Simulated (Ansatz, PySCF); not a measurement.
Torsion H3–O1–Si2–H4 in H2OSi (SMILES O[SiH]); at each angle all else is relaxed with GFN2-xTB, and the levels are single points there.
Geometry at 180° (charge 0, multiplicity 1):
```xyz
4

O     -0.75126     0.29505     0.26734
Si     0.75321     0.60480    -0.33428
H     -1.33951    -0.35655    -0.10054
H      1.00637     1.64550     0.68841
```

On the grid 0° to 330°, 270° is the highest and 180° the lowest point at CCSD(T)/CBS(cc-pV(T+d)Z, cc-pV(Q+d)Z).

Cores are frozen in the correlated methods. Rows in 3-21G, 6-31G* carry no dispersion term and start afresh at each structure (6-31G* with six Cartesian d functions).

Run with Ansatz (a program for electronic structure) with Gaussian orbitals; PySCF for 3-21G rows, 6-31G* rows. Values without a source in brackets are computed.

Question: What energy at 270° less that at 180° does BP86/6-31G* give?

Answer: 47 kJ/mol
